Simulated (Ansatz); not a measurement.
Start from `C[SiH2][SiH]1B[SiH2]1` and change one atom or group to get `[SiH3][SiH]1B[SiH2]1`.

Ansatz, PBE0-D4/def2-TZVP geometries, multiplicity 1. Each molecule was computed in one conformer, which needn't be the lowest.

| property | `C[SiH2][SiH]1B[SiH2]1` |
| --- | --- |
| LUMO energy (PBE0/def2-TZVPP) / eV | -1.86 |
| HOMO energy (ωB97M-V/def2-TZVPP) / eV | -8.50 |
| HOMO energy (PBE/def2-TZVPP) / eV | -5.81 |
| LUMO energy (ωB97M-V/def2-TZVPP) / eV | 0.00 |
| size of the dipole moment (B3LYP/def2-TZVPP) / D | 1.32 |
| HOMO–LUMO gap (ωB97M-V/def2-TZVPP) / eV | 8.49 |

Task: What does the change do to each property? (An estimate is asked.)

Result: Computed: 
```tsv
property	`[SiH3][SiH]1B[SiH2]1`	shift
LUMO energy (PBE0/def2-TZVPP) / eV	-1.93	-0.07
HOMO energy (ωB97M-V/def2-TZVPP) / eV	-8.59	-0.09
HOMO energy (PBE/def2-TZVPP) / eV	-5.92	-0.11
LUMO energy (ωB97M-V/def2-TZVPP) / eV	-0.05	-0.05
size of the dipole moment (B3LYP/def2-TZVPP) / D	0.81	-0.51
HOMO–LUMO gap (ωB97M-V/def2-TZVPP) / eV	8.54	0.05
```

Dipoles are sizes alone; their direction can turn.

B3LYP here is the variant with VWN-RPA as its local correlation; programs differ in this.
